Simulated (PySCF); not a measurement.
Simulation results for AlBFH2

Computed with PySCF 2.14.0. Calculation on a computer-drawn molecule: vertical ionisation energy to the stated ion spin, frozen-core CCSD(T) at the basis limit and cheaper methods, single-reference cases, UHF for radicals, no spin-orbit; all values are single points at the evaluated structure, the first of each entry, which is the reference or a displaced copy of it and isn't optimised; the reference structure only sets the zero of the energies above reference; triples share is (T) over the correlation energy.

Common to all runs: charge 1; multiplicity 1; ion multiplicity 2; diffuse functions no; basis cc-pV(n+d)Z; reference is the Hartree-Fock double-zeta minimum; best is HF at quadruple zeta + MP2 correlation extrapolated from triple and quadruple zeta + CCSD(T) minus MP2 at triple zeta; basis step is the size of the change from the same recipe one zeta lower.

```json
{"entry": 1, "formula": "AlBFH2", "evaluated_structure": {"atoms_angstrom": [["F", 0.4901, 1.215, 2.608], ["B", 0.5834, 1.9983, 1.6075], ["Al", 0.0333, 1.2356, -0.3919], ["H", 0.8267, 3.1931, 1.6977], ["H", -0.4372, 0.7925, -1.7769]]}, "reference_structure": {"atoms_angstrom": [["F", 0.4883, 1.1771, 2.58], ["B", 0.5554, 2.079, 1.6455], ["Al", -0.0289, 1.3485, -0.3616], ["H", 0.898, 3.2005, 1.8341], ["H", -0.4352, 0.8486, -1.7729]]}, "given": {"drawn_bonds_atom": [1, 2, 2, 3], "drawn_bonds_other_atom": [2, 3, 4, 5], "drawn_bonds_order": [1, 1, 1, 1]}, "results": {"ionisation_energy_best [eV]": 16.38, "ionisation_energy_basis_step [eV]": 0.02368, "energy_above_reference_best [kcal/mol]": 1.086, "energy_above_reference_basis_step [kcal/mol]": 0.2083, "triple_zeta_method": ["HF", "PBE", "r2SCAN", "B3LYP", "wB97X", "MP2", "CCSD", "CCSD(T)"], "triple_zeta_ionisation_energy [eV]": [15.62, 15.87, 15.93, 16.14, 16.2, 16.21, 16.29, 16.26], "triple_zeta_energy_above_reference [kcal/mol]": [0.806, 1.121, 0.9796, 1.03, 1.094, 1.214, 1.092, 1.161], "ionisation_energy_Koopmans_at_triple_zeta [eV]": 16.51, "ionisation_energy_EOM_CCSD_at_triple_zeta [eV]": 16.35, "total_energy_HF_triple_zeta [hartree]": -367.0117, "total_energy_CCSD(T)_triple_zeta [hartree]": -367.4407, "total_energy_best [hartree]": -367.5087, "T1_diagnostic_at_triple_zeta": 0.01474, "D1_diagnostic_at_triple_zeta": 0.04213, "ion_T1_diagnostic_at_triple_zeta": 0.02565, "ion_D1_diagnostic_at_triple_zeta": 0.0849, "ion_spin_squared_at_triple_zeta": 0.8001, "triples_share_at_triple_zeta": 0.0295, "basis_functions_triple_zeta": 127}}
{"entry": 2, "formula": "AlBFH2", "evaluated_structure": {"atoms_angstrom": [["F", 0.4901, 1.215, 2.608], ["B", 0.5834, 1.9983, 1.6075], ["Al", 0.0333, 1.2356, -0.3919], ["H", 0.8438, 3.2771, 1.704], ["H", -0.4372, 0.7925, -1.7769]]}, "reference_structure": {"atoms_angstrom": [["F", 0.4883, 1.1771, 2.58], ["B", 0.5554, 2.079, 1.6455], ["Al", -0.0289, 1.3485, -0.3616], ["H", 0.898, 3.2005, 1.8341], ["H", -0.4352, 0.8486, -1.7729]]}, "given": {"drawn_bonds_atom": [1, 2, 2, 3], "drawn_bonds_other_atom": [2, 3, 4, 5], "drawn_bonds_order": [1, 1, 1, 1]}, "results": {"ionisation_energy_best [eV]": 16.27, "ionisation_energy_basis_step [eV]": 0.02379, "energy_above_reference_best [kcal/mol]": 4.124, "energy_above_reference_basis_step [kcal/mol]": 0.2927, "triple_zeta_method": ["HF", "PBE", "r2SCAN", "B3LYP", "wB97X", "MP2", "CCSD", "CCSD(T)"], "triple_zeta_ionisation_energy [eV]": [15.5, 15.78, 15.83, 16.03, 16.1, 16.11, 16.18, 16.15], "triple_zeta_energy_above_reference [kcal/mol]": [4.311, 3.565, 3.802, 4.047, 4.094, 4.457, 4.185, 4.169], "ionisation_energy_Koopmans_at_triple_zeta [eV]": 16.4, "ionisation_energy_EOM_CCSD_at_triple_zeta [eV]": 16.24, "total_energy_HF_triple_zeta [hartree]": -367.0061, "total_energy_CCSD(T)_triple_zeta [hartree]": -367.4359, "total_energy_best [hartree]": -367.5039, "T1_diagnostic_at_triple_zeta": 0.01482, "D1_diagnostic_at_triple_zeta": 0.04199, "ion_T1_diagnostic_at_triple_zeta": 0.02524, "ion_D1_diagnostic_at_triple_zeta": 0.0806, "ion_spin_squared_at_triple_zeta": 0.8021, "triples_share_at_triple_zeta": 0.02977, "basis_functions_triple_zeta": 127}}
{"entry": 3, "formula": "AlBFH2", "evaluated_structure": {"atoms_angstrom": [["F", 0.4901, 1.215, 2.608], ["B", 0.5834, 1.9983, 1.6075], ["Al", 0.0333, 1.2356, -0.3919], ["H", 0.8663, 3.3876, 1.7123], ["H", -0.4372, 0.7925, -1.7769]]}, "reference_structure": {"atoms_angstrom": [["F", 0.4883, 1.1771, 2.58], ["B", 0.5554, 2.079, 1.6455], ["Al", -0.0289, 1.3485, -0.3616], ["H", 0.898, 3.2005, 1.8341], ["H", -0.4352, 0.8486, -1.7729]]}, "given": {"drawn_bonds_atom": [1, 2, 2, 3], "drawn_bonds_other_atom": [2, 3, 4, 5], "drawn_bonds_order": [1, 1, 1, 1]}, "results": {"ionisation_energy_best [eV]": 16.1, "ionisation_energy_basis_step [eV]": 0.02342, "energy_above_reference_best [kcal/mol]": 11.35, "energy_above_reference_basis_step [kcal/mol]": 0.382, "triple_zeta_method": ["HF", "PBE", "r2SCAN", "B3LYP", "wB97X", "MP2", "CCSD", "CCSD(T)"], "triple_zeta_ionisation_energy [eV]": [15.28, 15.64, 15.68, 15.88, 15.94, 15.93, 16.0, 15.99], "triple_zeta_energy_above_reference [kcal/mol]": [12.4, 10.0, 10.75, 11.2, 11.42, 12.06, 11.51, 11.36], "ionisation_energy_Koopmans_at_triple_zeta [eV]": 16.21, "ionisation_energy_EOM_CCSD_at_triple_zeta [eV]": 16.08, "total_energy_HF_triple_zeta [hartree]": -366.9932, "total_energy_CCSD(T)_triple_zeta [hartree]": -367.4245, "total_energy_best [hartree]": -367.4923, "T1_diagnostic_at_triple_zeta": 0.015, "D1_diagnostic_at_triple_zeta": 0.04184, "ion_T1_diagnostic_at_triple_zeta": 0.02592, "ion_D1_diagnostic_at_triple_zeta": 0.08278, "ion_spin_squared_at_triple_zeta": 0.8065, "triples_share_at_triple_zeta": 0.03017, "basis_functions_triple_zeta": 127}}
{"entry": 4, "formula": "AlBFH2", "evaluated_structure": {"atoms_angstrom": [["F", 0.4979, 1.1809, 2.5718], ["B", 0.5541, 2.0738, 1.6273], ["Al", -0.0292, 1.3438, -0.3378], ["H", 0.8969, 3.214, 1.8441], ["H", -0.4357, 0.8299, -1.8035]]}, "reference_structure": {"atoms_angstrom": [["F", 0.4883, 1.1771, 2.58], ["B", 0.5554, 2.079, 1.6455], ["Al", -0.0289, 1.3485, -0.3616], ["H", 0.898, 3.2005, 1.8341], ["H", -0.4352, 0.8486, -1.7729]]}, "given": {"drawn_bonds_atom": [1, 2, 2, 3], "drawn_bonds_other_atom": [2, 3, 4, 5], "drawn_bonds_order": [1, 1, 1, 1]}, "results": {"ionisation_energy_best [eV]": 16.55, "ionisation_energy_basis_step [eV]": 0.02396, "energy_above_reference_best [kcal/mol]": 0.6409, "energy_above_reference_basis_step [kcal/mol]": 0.05237, "triple_zeta_method": ["HF", "PBE", "r2SCAN", "B3LYP", "wB97X", "MP2", "CCSD", "CCSD(T)"], "triple_zeta_ionisation_energy [eV]": [15.81, 15.98, 16.05, 16.27, 16.37, 16.41, 16.46, 16.42], "triple_zeta_energy_above_reference [kcal/mol]": [1.091, 0.2877, 0.5533, 0.6874, 0.6701, 0.8431, 0.7106, 0.6692], "ionisation_energy_Koopmans_at_triple_zeta [eV]": 16.73, "ionisation_energy_EOM_CCSD_at_triple_zeta [eV]": 16.51, "total_energy_HF_triple_zeta [hartree]": -367.0112, "total_energy_CCSD(T)_triple_zeta [hartree]": -367.4415, "total_energy_best [hartree]": -367.5094, "T1_diagnostic_at_triple_zeta": 0.01532, "D1_diagnostic_at_triple_zeta": 0.04418, "ion_T1_diagnostic_at_triple_zeta": 0.02926, "ion_D1_diagnostic_at_triple_zeta": 0.0932, "ion_spin_squared_at_triple_zeta": 0.8249, "triples_share_at_triple_zeta": 0.02983, "basis_functions_triple_zeta": 127}}
{"entry": 5, "formula": "AlBFH2", "evaluated_structure": {"atoms_angstrom": [["F", 0.5128, 1.0821, 2.5164], ["B", 0.5963, 1.9685, 1.5823], ["Al", -0.1852, 1.2474, -0.8928], ["H", 0.929, 3.2216, 1.8658], ["H", -0.7132, 0.6974, -2.2982]]}, "reference_structure": {"atoms_angstrom": [["F", 0.4883, 1.1771, 2.58], ["B", 0.5554, 2.079, 1.6455], ["Al", -0.0289, 1.3485, -0.3616], ["H", 0.898, 3.2005, 1.8341], ["H", -0.4352, 0.8486, -1.7729]]}, "given": {"drawn_bonds_atom": [1, 2, 2, 3], "drawn_bonds_other_atom": [2, 3, 4, 5], "drawn_bonds_order": [1, 1, 1, 1]}, "results": {"ionisation_energy_best [eV]": 15.54, "ionisation_energy_basis_step [eV]": 0.02928, "energy_above_reference_best [kcal/mol]": 18.38, "energy_above_reference_basis_step [kcal/mol]": 0.07137, "triple_zeta_method": ["HF", "PBE", "r2SCAN", "B3LYP", "wB97X", "MP2", "CCSD", "CCSD(T)"], "triple_zeta_ionisation_energy [eV]": [14.61, 15.2, 15.22, 15.38, 15.37, 15.34, 15.41, 15.42], "triple_zeta_energy_above_reference [kcal/mol]": [19.93, 14.35, 16.36, 16.74, 19.45, 19.37, 18.54, 17.86], "ionisation_energy_Koopmans_at_triple_zeta [eV]": 15.4, "ionisation_energy_EOM_CCSD_at_triple_zeta [eV]": 15.51, "total_energy_HF_triple_zeta [hartree]": -366.9812, "total_energy_CCSD(T)_triple_zeta [hartree]": -367.4141, "total_energy_best [hartree]": -367.4811, "T1_diagnostic_at_triple_zeta": 0.0164, "D1_diagnostic_at_triple_zeta": 0.04102, "ion_T1_diagnostic_at_triple_zeta": 0.02686, "ion_D1_diagnostic_at_triple_zeta": 0.07308, "ion_spin_squared_at_triple_zeta": 0.8197, "triples_share_at_triple_zeta": 0.03202, "basis_functions_triple_zeta": 127}}
```
